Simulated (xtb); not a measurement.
silicon atom (Si), triplet; GFN0-xTB (xtb).

Input for xtb:
```
$ xtb mol.xyz --gfn 0 --uhf 2 --json

# file mol.xyz
1

Si     0.00000000     0.00000000     0.00000000
```

The log (banner, timings and long lists left out):

```
   ID    Z sym.   atoms
    1   14 Si     1

           -------------------------------------------------
          |                Calculation Setup                |
           -------------------------------------------------

           -------------------------------------------------
          |                 G F N 0 - x T B                 |
           -------------------------------------------------

          ...................................................
          :                      SETUP                      :
          :.................................................:
          :  # basis functions                  10          :
          :  # atomic orbitals                   9          :
          :  # shells                            3          :
          :  # electrons                         4          :
          :  electronic temp.          300.0000000     K    :
          :  accuracy                    1.0000000          :
          :  -> integral cutoff          0.2500000E+02      :
          :  -> integral neglect         0.1000000E-07      :
          ...................................................

         :::::::::::::::::::::::::::::::::::::::::::::::::::::
         ::                     SUMMARY                     ::
         :::::::::::::::::::::::::::::::::::::::::::::::::::::
         :: total energy              -1.648595165637 Eh    ::
         :: gradient norm              0.000000000000 Eh/a0 ::
         :: HOMO-LUMO gap              0.000000000000 eV    ::
         ::.................................................::
         :: H0 energy                 -1.648595165637 Eh    ::
         :: repulsion energy           0.000000000000 Eh    ::
         :: electrostat energy         0.000000000000 Eh    ::
         :: -> Gsolv                   0.000000000000 Eh    ::
         ::    -> Gsasa                0.000000000000 Eh    ::
         ::    -> Gshift               0.000000000000 Eh    ::
         :: dispersion energy          0.000000000000 Eh    ::
         :: short-range corr.          0.000000000000 Eh    ::
         :: add. restraining           0.000000000000 Eh    ::
         :: total charge               0.000000000000 e     ::
         :::::::::::::::::::::::::::::::::::::::::::::::::::::

           -------------------------------------------------
          |                Property Printout                |
           -------------------------------------------------

    * Orbital Energies and Occupations

         #    Occupation            Energy/Eh            Energy/eV
      -------------------------------------------------------------
         1        2.0000           -0.5192887             -14.1306
         2        0.6667           -0.3041018              -8.2750
         3        0.6667           -0.3041018              -8.2750 (HOMO)
         4        0.6667           -0.3041018              -8.2750 (LUMO)
         5                         -0.1144409              -3.1141
         6                         -0.1144409              -3.1141
         7                         -0.1144409              -3.1141
         8                         -0.1144409              -3.1141
         9                         -0.1144409              -3.1141
      -------------------------------------------------------------
                  HL-Gap            0.0000000 Eh            0.0000 eV
             Fermi-level            0.0000000 Eh            0.0000 eV

     #   Z          covCN         q      C6AA      α(0)
     1  14 Si       0.000     0.000   321.303    38.939

 Mol. C6AA /au·bohr⁶  :        321.302930
 Mol. C8AA /au·bohr⁸  :      22981.720649
 Mol. α(0) /au        :         38.938581

Wiberg/Mayer (AO) data.
largest (>0.10) Wiberg bond orders for each atom

 ---------------------------------------------------------------------------
     #   Z sym  total        # sym  WBO       # sym  WBO       # sym  WBO
 ---------------------------------------------------------------------------
     1  14 Si   0.000
 ---------------------------------------------------------------------------

 dipole moment from electron density (au)
     X       Y       Z
   0.0000   0.0000   0.0000  total (Debye):    0.000

           -------------------------------------------------
          | TOTAL ENERGY               -1.648595165637 Eh   |
          | GRADIENT NORM               0.000000000000 Eh/α |
          | HOMO-LUMO GAP               0.000000000000 eV   |
           -------------------------------------------------

normal termination of xtb
```
